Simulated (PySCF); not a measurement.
p-toluidine, C₇H₉N.
SMILES: `Cc1ccc(N)cc1`

Computed with PySCF at CAM-B3LYP/def2-SVPD, non-relativistic, on one gas-phase PBE0-D3(BJ)/def2-SVP geometry that isn't relaxed in the solvent. The solvent is an IEF-PCM continuum (Bondi radii, 1.10 Å for H, scaled by 1.2), and excitations are vertical TDDFT with non-equilibrium linear response and a frozen core. Specific hydrogen bonds and non-electrostatic terms are outside this model.

Gas-phase singlets (H = HOMO, L = LUMO):

| state | E (eV) | λ (nm) | f | leading configurations |
| --- | --- | --- | --- | --- |
| S1 | 4.741 | 262 | 0.038 | H→L 89% |
| S2 | 5.447 | 228 | 0.075 | H→L+1 81% |
| S3 | 5.625 | 220 | 0.123 | H→L+2 69%, H→L+3 12%, H-1→L 9% |
| S4 | 6.155 | 201 | 0.002 | H→L+3 71%, H→L+2 16% |
| S5 | 6.315 | 196 | 0.001 | H→L+4 88% |

**Question.** Give the list for dichloromethane (ε = 8.93), n² = 2.03.

**Answer.** 
| state | E (eV) | λ (nm) | f | leading configurations | change by rank (eV) |
| --- | --- | --- | --- | --- | --- |
| S1 | 4.687 | 265 | 0.059 | H→L 91% | -0.054 |
| S2 | 5.465 | 227 | 0.297 | H→L+1 89%, H-1→L 9% | +0.018 |
| S3 | 5.710 | 217 | 0.004 | H→L+2 67%, H→L+3 27% | +0.085 |
| S4 | 6.258 | 198 | 0.003 | H→L+3 61%, H→L+2 25% | +0.103 |
| S5 | 6.548 | 189 | 0.010 | H→L+4 88% | +0.233 |

**Question.** How does the list change in methanol (ε = 32.61)?

**Answer.** 
```json
{"state": "S1", "E (eV)": "4.690", "λ (nm)": "264", "f": "0.055", "leading configurations": "H→L 91%", "change by rank (eV)": "-0.051"}
{"state": "S2", "E (eV)": "5.479", "λ (nm)": "226", "f": "0.285", "leading configurations": "H→L+1 88%, H-1→L 9%", "change by rank (eV)": "+0.032"}
{"state": "S3", "E (eV)": "5.727", "λ (nm)": "216", "f": "0.002", "leading configurations": "H→L+2 69%, H→L+3 26%", "change by rank (eV)": "+0.102"}
{"state": "S4", "E (eV)": "6.286", "λ (nm)": "197", "f": "0.003", "leading configurations": "H→L+3 62%, H→L+2 23%", "change by rank (eV)": "+0.131"}
{"state": "S5", "E (eV)": "6.586", "λ (nm)": "188", "f": "0.009", "leading configurations": "H→L+4 88%", "change by rank (eV)": "+0.271"}
```

**Question.** The ground-state energy changes by -0.255 eV from gas to methanol. By how much does the total energy of gas-phase S1 change?

**Answer.** E(S1) = E(S0) + excitation energy, so it changes by -0.255 − 0.051 = -0.306 eV: it is lowered more than the ground state, which is what a red shift means. This is the vertical state, with the slow part of the continuum still set for S0.

**Question.** How do the frontier levels move from gas to methanol?

**Answer.** 
| orbital | gas (eV) | solvent (eV) | change (eV) |
| --- | --- | --- | --- |
| LUMO+2 | 1.53 | 1.59 | +0.06 |
| LUMO+1 | 1.36 | 1.36 | 0.00 |
| LUMO | 0.95 | 0.88 | -0.07 |
| HOMO | -6.91 | -6.95 | -0.04 |
| HOMO-1 | -8.33 | -8.44 | -0.11 |
| HOMO-2 | -10.06 | -10.09 | -0.03 |
| HOMO-3 | -10.78 | -10.75 | +0.03 |

The HOMO–LUMO gap goes from 7.86 to 7.83 eV. Rows go by rank; for LUMO+1 and LUMO+2 the atom shares or the degeneracy differ between the runs, so the row needn't follow one orbital.

Conformer computed: `[CH3:1][c:2]1[cH:3][cH:4][c:5]([NH2:6])[cH:7][cH:8]1`: H–N6–C5–C4 23°, H–N6–C5–C4 159°.
